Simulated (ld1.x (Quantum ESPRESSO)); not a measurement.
**Varying the TM semilocal potential for selenium (Se)**

Base potential:

* Element: selenium (Se)
* Generator: ld1.x (Quantum ESPRESSO) 7.5
* Type: norm-conserving Troullier–Martins (semilocal form)
* Functional: PBE
* Relativity: non-relativistic
* Frozen core: [Ne]
* Valence charge: 24
* Reference configuration: 3s2 3p6 3d10 4s2 4p4
* Partial waves: 3p (bound): rc 0.80 bohr; 3d (bound): rc 0.55 bohr; 3s (bound): rc 0.90 bohr
* Local potential: the s channel
* Core correction: none

Occupied shells without a wave of their own: 4p, 4s. They enter only through the test configuration that unscreens the potential.

Cutoffs, loose and tight: the cutoffs (Ry, on a coarse ladder) from which the occupation-weighted sum of valence levels, in a spherical-Bessel basis at the reference potential, stays within 10 and 1 mRy of its value at 400 Ry. They do not see the model core or the augmentation charge, which bear on the density cutoff. Test errors are all-electron minus pseudo excitation energies from the reference, over the configurations 3s2 3p6 3d10 4s2 4p3; 3s2 3p6 3d10 4s2 4p2; 3s2 3p6 3d10 4s2 4p1; 3s2 3p6 3d9 4s2 4p4; 3s2 3p5 3d10 4s2 4p4; 3s2 3p6 3d10 4s0 4p6; 3s2 3p6 3d10 4s2 4p0. A dash means not determined; rows that change the core or the reference have their own tests.

Cutoffs are not given where the Bessel-basis levels miss the radial ones by over 6 mRy, ghosts where they miss by over 20 mRy; a channel whose overlap is not positive is not tested.

A semilocal file is local in each channel, so a ghost entry of none says nothing of the separable form that plane-wave codes build from it.

| change | outcome | bound ghosts | largest test error (meV) |
| --- | --- | --- | --- |
| base | generated, misses its reference levels by 2.50 eV | not determined | -5123 |
| wave 3p (bound): rc 0.80 bohr becomes 3p (bound): rc 0.52 bohr | generated, misses its reference levels by 2.50 eV | not determined | -5288 |
| wave 3p (bound): rc 0.80 bohr becomes 3p (bound): rc 0.64 bohr | generated, misses its reference levels by 2.50 eV | not determined | -5274 |
| wave 3p (bound): rc 0.80 bohr becomes 3p (bound): rc 0.82 bohr | generated, misses its reference levels by 2.50 eV | not determined | -5103 |
| wave 3p (bound): rc 0.80 bohr becomes 3p (bound): rc 0.96 bohr | generated, misses its reference levels by 2.50 eV | not determined | -5074 |
| wave 3p (bound): rc 0.80 bohr becomes 3p (bound): rc 1.04 bohr | generated, misses its reference levels by 2.50 eV | not determined | -5281 |

What comes out with this change to the base: wave 3p (bound): rc 0.80 bohr becomes 3p (bound): rc 1.16 bohr?

outcome: generated, misses its reference levels by 2.50 eV; bound ghosts: not determined; largest test error (meV): -5861.
